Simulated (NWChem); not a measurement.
Everything below was run with NWChem. System: F2Si, charge 0, spin multiplicity 1, at a geometry optimised with PBE0/def2-SVP. The structure started from a generated list of species. Level: RI-MP2/cc-pVTZ, 7 core orbitals frozen.

The NWChem input:

```
start mol
memory heap 200 mb stack 900 mb global 1100 mb
geometry units angstroms nocenter noautoz
  Si     0.000000     0.000000    -0.588083
  F     -1.246491     0.000000     0.457398
  F      1.246491     0.000000     0.457398
  symmetry group C2v
end
basis spherical
  * library cc-pvtz
end
basis "ri-mp2 basis" spherical
  * library cc-pvtz-ri
end
scf
  rhf
  nopen 0
  maxiter 100
  thresh 1e-7
  semidirect memsize 60000000 filesize 0
end
mp2
  freeze core 7
end
task rimp2 energy
```

NWChem printed:

```
             Northwest Computational Chemistry Package (NWChem) 7.3.0
             --------------------------------------------------------

                                NWChem Input Module
                                -------------------

 Scaling coordinates for geometry "geometry" by  1.889725989
 (inverse scale =  0.529177249)

 Turning off AUTOSYM since
 SYMMETRY directive was detected!

                             Geometry "geometry" -> ""
                             -------------------------

 Output coordinates in angstroms (scale by  1.889725989 to convert to a.u.)

  No.       Tag          Charge          X              Y              Z
 ---- ---------------- ---------- -------------- -------------- --------------
    1 Si                  14.0000     0.00000000     0.00000000    -0.58808300
    2 F                    9.0000    -1.24649100     0.00000000     0.45739800
    3 F                    9.0000     1.24649100     0.00000000     0.45739800

 Effective nuclear repulsion energy (a.u.)      99.1614648170

            Nuclear Dipole moment (a.u.)
            ----------------------------
        X                 Y               Z
 ---------------- ---------------- ----------------
     0.0000000000     0.0000000000     0.0000037795

      Symmetry information
      --------------------

 Group name             C2v
 Group number             16
 Group order               4
 No. of unique centers     2

      Symmetry unique atoms

     1    2


 Summary of "ao basis" -> "" (spherical)
 ------------------------------------------------------------------------------
       Tag                 Description            Shells   Functions and Types
 ---------------- ------------------------------  ------  ---------------------
 *                          cc-pvtz                   on all atoms

 Summary of "ri-mp2 basis" -> "" (spherical)
 ------------------------------------------------------------------------------
       Tag                 Description            Shells   Functions and Types
 ---------------- ------------------------------  ------  ---------------------
 *                         cc-pvtz-ri                 on all atoms

 Summary of "ao basis" -> "ao basis" (spherical)
 ------------------------------------------------------------------------------
       Tag                 Description            Shells   Functions and Types
 ---------------- ------------------------------  ------  ---------------------
 Si                         cc-pvtz                 12       34   5s4p2d1f
 F                          cc-pvtz                 10       30   4s3p2d1f

                                 NWChem SCF Module
                                 -----------------

  ao basis        = "ao basis"
  functions       =    94
  atoms           =     3
  closed shells   =    16
  open shells     =     0
  charge          =   0.00
  wavefunction    = RHF
  use symmetry    = T
  symmetry adapt  = T

 Summary of "ao basis" -> "ao basis" (spherical)
 ------------------------------------------------------------------------------
       Tag                 Description            Shells   Functions and Types
 ---------------- ------------------------------  ------  ---------------------
 Si                         cc-pvtz                 12       34   5s4p2d1f
 F                          cc-pvtz                 10       30   4s3p2d1f

      Symmetry analysis of basis
      --------------------------

        a1         35
        a2         13
[...]
              MO Center=  2.8D-14,  2.1D-17, -1.0D+00, r^2= 4.0D+00
   Bfn.  Coefficient  Atom+Function         Bfn.  Coefficient  Atom+Function
  ----- ------------  ---------------      ----- ------------  ---------------
    15      1.035541  1 Si px                38      0.248383  2 F  s
    68     -0.248383  3 F  s                 21      0.165450  1 Si d  1

 Vector   19  Occ=0.000000D+00  E= 1.644016D-01  Symmetry=a1
              MO Center= -3.1D-15, -4.0D-15, -3.3D-01, r^2= 4.3D+00
   Bfn.  Coefficient  Atom+Function         Bfn.  Coefficient  Atom+Function
  ----- ------------  ---------------      ----- ------------  ---------------
    17      1.029318  1 Si pz                 5      0.637333  1 Si s
    38     -0.374472  2 F  s                 68     -0.374472  3 F  s
    22     -0.163229  1 Si d  2              20     -0.157666  1 Si d  0

 center of mass
 --------------
 x =   0.00000000 y =   0.00000000 z =   0.02654986

 moments of inertia (a.u.)
 ------------------
          62.893534375363           0.000000000000           0.000000000000
           0.000000000000         273.718961426806           0.000000000000
           0.000000000000           0.000000000000         210.825427051443

  Mulliken analysis of the total density
  --------------------------------------

    Atom       Charge   Shell Charges
 -----------   ------   -------------------------------------------------------
    1 Si  14    13.26   2.00  1.93  1.01  0.18  0.63  5.50  0.80  0.55  0.20  0.15  0.20  0.11
    2 F    9     9.37   1.95  1.07  0.26  0.62  1.54  2.50  1.43  0.00  0.01  0.00
    3 F    9     9.37   1.95  1.07  0.26  0.62  1.54  2.50  1.43  0.00  0.01  0.00

       Multipole analysis of the density wrt the origin
       ------------------------------------------------

     L   x y z        total         open         nuclear
     -   - - -        -----         ----         -------
     0   0 0 0     -0.000000      0.000000     32.000000

     1   1 0 0     -0.000000      0.000000      0.000000
     1   0 1 0     -0.000000      0.000000      0.000000
     1   0 0 1     -0.551540      0.000000      0.000004

     2   2 0 0    -18.914524      0.000000     99.873086
     2   1 1 0      0.000000      0.000000      0.000000
     2   1 0 1      0.000000      0.000000      0.000000
     2   0 2 0    -14.299950      0.000000      0.000000
     2   0 1 1      0.000000      0.000000      0.000000
     2   0 0 2    -17.753210      0.000000     30.738348

                               NWChem RI-MP2 Module
                               --------------------

 Summary of "ri-mp2 basis" -> "ri-mp2 basis" (spherical)
 ------------------------------------------------------------------------------
       Tag                 Description            Shells   Functions and Types
 ---------------- ------------------------------  ------  ---------------------
 Si                        cc-pvtz-ri               32      122   10s8p7d5f2g
 F                         cc-pvtz-ri               23       81   8s6p5d3f1g

 SCF Reference Information:
            File: './mol.movecs'
           Title: ''
    Size (AOxMO):     94 x     94
       Total Occ:              32.00
 RI-MP2 Calculation Information:
          Nr. of AO basis functions:         94
     Nr. of fitting basis functions:        284
               Nr. of MO spin cases:          1
        Nr. of MOs to be correlated:         87
     Nr. of occupied MOs correlated:          9
      Nr. of virtual MOs correlated:         78

          RI integral approximation: 'V'
    Threshold for Schwarz screening:  1.000E-09
 Smallest eigenvalue retained in fit  1.000E-08
    Type of storage for MO integrals 'EAF library'

 Transformation block size    9, requiring     1 integral passes.
 XForm_3cInts: Completed     1:    9 pass.
 Energy evaluation using block sizes     9    9
 RIMP2_V_E2: Approx. ints. done (    1:    9,    1:    9)
 RIMP2_V_E2: Copy to B done (    1:    9,    1:    9)
 RIMP2_V_E2: Denominators done (    1:    9,    1:    9)
 RIMP2_V_E2: Completed block (    1:    9,    1:    9)

          -------------------------------------------
          SCF energy                -487.996305913270
          Correlation energy          -0.602418527741
          Total MP2 energy          -488.598724441011
          -------------------------------------------

 -----------------------
 Performance information
 -----------------------

 Timer overhead =  1.02D-07 seconds/call

               Nr. of calls         CPU time (s)                 Wall time (s)                GFlops
             ---------------    -------------------     ------------------------------   -------------------
Name         Min   Avg   Max    Min     Avg     Max     Min     Avg     Max   Mx/calls   Min     Max     Sum
Overall       1     1     1    2.0     2.0     2.0      2.0     2.0     2.0     2.0      0.0     0.0     0.0
3c integr     1     1     1   0.50    0.50    0.50     0.50    0.50    0.50    0.50      0.0     0.0     0.0
Energy        1     1     1   7.07E-2 7.07E-2 7.07E-2  7.07E-2 7.07E-2 7.07E-2 7.07E-2   0.0     0.0     0.0
3c integr     1     1     1   0.49    0.49    0.49     0.49    0.49    0.49    0.49      0.0     0.0     0.0
First 2/3     3     3     3   4.59E-3 4.59E-3 4.59E-3  4.59E-3 4.59E-3 4.59E-3 1.53E-3   0.0     0.0     0.0
Final 1/3     1     1     1   4.54E-3 4.54E-3 4.54E-3  4.55E-3 4.55E-3 4.55E-3 4.55E-3   0.0     0.0     0.0
Write 3c      1     1     1   4.33E-4 4.33E-4 4.33E-4  4.33E-4 4.33E-4 4.33E-4 4.33E-4   0.0     0.0     0.0
Read 3c i     1     1     1   4.22E-4 4.22E-4 4.22E-4  4.22E-4 4.22E-4 4.22E-4 4.22E-4   0.0     0.0     0.0
Fitting b     1     1     1   5.44E-2 5.44E-2 5.44E-2  5.44E-2 5.44E-2 5.44E-2 5.44E-2   0.0     0.0     0.0
Schwarz i     1     1     1   2.63E-2 2.63E-2 2.63E-2  2.63E-2 2.63E-2 2.63E-2 2.63E-2   0.0     0.0     0.0
Form 4ci      1     1     1   8.90E-3 8.90E-3 8.90E-3  8.91E-3 8.91E-3 8.91E-3 8.91E-3   0.0     0.0     0.0
Form A &      1     1     1   5.65E-2 5.65E-2 5.65E-2  5.65E-2 5.65E-2 5.65E-2 5.65E-2   0.0     0.0     0.0
Denominat     1     1     1   6.09E-4 6.09E-4 6.09E-4  6.09E-4 6.09E-4 6.09E-4 6.09E-4   0.0     0.0     0.0
Pair Ener     1     1     1   3.01E-3 3.01E-3 3.01E-3  3.01E-3 3.01E-3 3.01E-3 3.01E-3   0.0     0.0     0.0

 The average no. of pstat calls per process was 1.60D+01
 with a timing overhead of 1.63D-06s

 Task  times  cpu:        2.0s     wall:        2.0s

 Total times  cpu:        2.0s     wall:        2.0s
```
